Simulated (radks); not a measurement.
The sulfur ion S2+ inside a hard spherical wall (all orbitals vanish at R), configuration held at [Ne] 3s2 3p2 and not refilled when levels cross. Calculated with a radial shooting solver on a logarithmic mesh with Libxc functionals: non-relativistic Kohn-Sham, PBEsol, spin-polarised, spherical densities, point nucleus; open shells are filled with parallel spins first. Eigenvalues in eV for spin up, with the zero of energy where the potential of the charges vanishes at infinity; a dash marks a level that is unbound or too diffuse for the functional's potential to be trusted. A positive occupied level is held by the wall or, in an anion where self-interaction has pushed it up, behind a barrier. The pressure on the wall is -dE/dV.

R (bohr)  E (hartree)  kinetic (hartree)    e(2s)    e(2p)    e(3s)    e(3p)  e(3d, empty)  e(4s, empty)  pressure (GPa)
free       -396.07675            395.549  -235.64  -182.12  -40.240  -28.952       -13.825       -11.835               0
15         -396.07675            395.549  -235.64  -182.12  -40.240  -28.952       -13.825       -11.835        < 0.0001
10         -396.07675            395.549  -235.64  -182.12  -40.240  -28.952       -13.825       -11.825        < 0.0001
8          -396.07675            395.549  -235.64  -182.12  -40.240  -28.952       -13.818       -11.708        0.000200
7          -396.07673            395.549  -235.64  -182.12  -40.239  -28.950       -13.795       -11.409         0.00336
6          -396.07641            395.553  -235.62  -182.10  -40.227  -28.936       -13.693       -10.488          0.0553
5          -396.07282            395.591  -235.47  -181.94  -40.129  -28.813       -13.269        -7.711           0.881
4          -396.03577            395.881  -234.47  -180.94  -39.461  -27.955       -11.538         0.919            13.8
3.5        -395.94909            396.421  -232.86  -179.31  -38.264  -26.430        -9.179        11.157            54.9
3          -395.68649            397.748  -229.44  -175.84  -35.282  -22.746        -4.344        30.863             226
1.5        -383.44083            432.876  -183.79  -128.48   66.198   81.099        83.531        391.49           34700
